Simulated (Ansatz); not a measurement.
Reaction (atomization): `N[SiH](O)O` → 5 H• + N• + 2 O• + Si•

Computed with Ansatz on PBE0-D4/def2-TZVP structures; ΔE is electronic, products minus reactants. CCSD(T)/CBS is frozen-core, at the limit of the def2 triple- and quadruple-zeta sets. DFT in def2-TZVPP. No spin–orbit coupling; open shells (•) take unrestricted orbitals. Spin–orbit coupling would lower the free atoms: a little for O, Si. Each species was taken in one conformer, which may not be the lowest.

```json
{"species": "`N[SiH](O)O`", "B2PLYP energy (Eh)": "-497.69170"}
{"species": "H•", "B2PLYP energy (Eh)": "-0.49861"}
{"species": "N•", "B2PLYP energy (Eh)": "-54.56930"}
{"species": "O•", "B2PLYP energy (Eh)": "-75.05191"}
{"species": "Si•", "B2PLYP energy (Eh)": "-289.25332"}
```

Question: Work out ΔE.

Answer: ΔE = 5 × (-0.49861) + 2 × (-75.05191) + (-54.56930) + (-289.25332) − (-497.69170) = 1.27221 Eh = +798.3 kcal/mol. CCSD(T)/CBS gives +811.6 kcal/mol.

Largest T1 diagnostic among the species: 0.012.

At CCSD(T), def2-SVP lies −78.0 kcal/mol from the extrapolated value and def2-TZVPP −27.4 kcal/mol: correlation converges slowly with the basis, and small sets miss more of it in the bonded molecule than in its fragments. From BLYP to BHLYP (50 % exact exchange), in def2-TZVPP and without D4, ΔE moves by −26.2 kcal/mol: exact exchange takes away binding that semilocal exchange gives to molecules. In def2-TZVPP, CCSD(T) changes the Hartree–Fock value by +224.5 kcal/mol (the triples alone add +11.8 kcal/mol) and MP2 by +241.8 kcal/mol; breaking electron pairs costs correlation energy, which Hartree–Fock lacks.
